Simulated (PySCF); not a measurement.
**Ionisation energy of Tb³⁵⁺ by level of theory**

Tb³⁵⁺ [Ar] 3d10 4s2 → Tb³⁶⁺ [Ar] 3d10 4s1 [4s1/2^1, M_J = 1/2], as a difference of total energies. Computed with PySCF 2.14 in an even-tempered Gaussian basis (17 s from 3.7 bohr⁻², ratio 2.8; 13 p from 4.8 bohr⁻², ratio 2.8; 8 d from 8.6 bohr⁻², ratio 2.8; 4 f from 20 bohr⁻², ratio 3), with the two-component X2C-1e Hamiltonian. Correlated levels: [Ne] frozen; the 74 highest virtual spinors dropped. "Screened" scales the spin-orbit matrix elements by Boettger's factors to mimic the two-electron term; Breit and QED terms are absent.

| method | ionisation energy (eV) |
| --- | --- |
| GHF (spin-free) | 1547.8 |
| GMP2 (spin-free) | 1550.4 |
| GHF (screened spin-orbit) | 1547.7 |
| GMP2 (screened spin-orbit) | 1550.4 |

Question: How much does correlation contribute at GMP2 (screened spin-orbit)?

Answer: 1550.4 − (1547.7) = 2.7 eV, measured against GHF (screened spin-orbit).

Breit and QED terms and the two-electron picture change are absent.

For comparison: 1559 ± 5 eV (theoretical estimate listed by NIST; NIST Atomic Spectra Database, ionization energies).
